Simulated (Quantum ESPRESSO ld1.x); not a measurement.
Results of a calculation; reference values are marked as such.
Question: These are the eigenvalues of the occupied orbitals of an atom or ion with whole-number occupations (eV). Level of theory: non-relativistic Kohn-Sham, PBEsol, spin-unpolarised, spherical densities, point nucleus (ld1.x of Quantum ESPRESSO 7.5).

| orbital | eigenvalue |
|---|---|
| 1s | -1787.28 |
| 2s | -147.967 |
| 2p | -104.965 |
| 3s | -18.9374 |
| 3p | -11.6380 |

Which element is it, and in what charge state? The configuration may be excited.

Answer: Z = 14, silicon, charge +1: Si+ in [Ne] 3s2 3p1. The list shows which subshells hold electrons but not how many an open one holds; the 1s level, -65.681 hartree, gives Z - s = 11.5 by -(Z - s)^2/2, which with screening narrows Z to a few neighbours, and the depths of the outer levels then fix element, charge and occupations together.
